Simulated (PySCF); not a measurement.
# Nuclear quadrupole coupling in `CC[SiH2]O[Si@@H](N)N(C)C`

Species: C4H16N2OSi2.
Structure used (GFN2-xTB), in Å, numbered top down from 1:
```
atom  x, y, z in Å
C1     4.4451    0.0002    0.0688
C2     3.0256    0.3621    0.4899
Si3    1.7067   -0.2687   -0.7237
O4     0.2474    0.1873   -0.2131
Si5   -1.0886    0.4392    0.6802
N6    -1.5371    2.0934    0.8489
N7    -2.3697   -0.3120   -0.1765
C8    -3.7381   -0.1054    0.2239
C9    -2.1847   -1.5515   -0.8878
H10    5.1751    0.3672    0.7890
H11    4.5559   -1.0787   -0.0104
H12    4.6768    0.4329   -0.9016
H13    2.9504    1.4476    0.5883
H14    2.8347   -0.0452    1.4856
H15    1.8496    0.3330   -2.0520
H16    1.7333   -1.7350   -0.7968
H17   -0.7864   -0.0379    2.0317
H18   -0.9041    2.6961    1.3471
H19   -1.8934    2.5743    0.0382
H20   -3.8204    0.8456    0.7397
H21   -4.3872   -0.0958   -0.6569
H22   -4.0874   -0.8998    0.8950
H23   -2.4704   -2.4173   -0.2769
H24   -1.1416   -1.6516   -1.1725
H25   -2.8022   -1.5558   -1.7913
```

Field gradients from the PBE0/pcSseg-1 density (PySCF, non-relativistic), principal values in atomic units, ordered |Vxx| ≤ |Vyy| ≤ |Vzz|:

```tsv
atom	Vxx	Vyy	Vzz
O4	-0.4964	-0.5650	1.0614
N6	0.2873	0.6213	-0.9087
N7	0.3397	0.7543	-1.0940
```

**Question.** Find the asymmetry η = (Vxx − Vyy)/Vzz and the couplings χ = eQV/h (234.96 MHz × Q in barn × V in au), with Q(17O) = −0.0256 b, Q(14N) = 0.02044 b.

**Answer.** 
```tsv
atom	environment	nucleus	η	χzz (MHz)	χxx (MHz)	χyy (MHz)
O4	siloxane oxygen	17O	0.06	-6.38	2.99	3.40
N6	silicon-bound nitrogen	14N	0.37	-4.364	1.380	2.984
N7	silicon-bound nitrogen	14N	0.38	-5.25	1.63	3.62
```

The tensor is traceless: Vxx + Vyy + Vzz = 0.

**Question.** What is Vzz at N7 in SI units (1 au = 9.71736 × 10²¹ V/m²)?

**Answer.** -1.0940 au = -10.631 × 10²¹ V/m².

Were the hydrogens deuterons (Q(2H) = 0.00286 b), χzz would run from 105 kHz (H16) to 291 kHz (H18).

The structure is a single GFN2-xTB conformer in the gas phase; no vibrational or solvent corrections. GFN2-xTB bond lengths can be off by several hundredths of an ångström, more for odd bonds, and the gradients follow them. A larger basis could move these couplings by a tenth or more.

The run behind these numbers computed NMR shieldings as well. Hardware: one thread of an Arm Neoverse V1, no GPU (shared host). Cost: 73 s, 1.1 GiB resident at most.
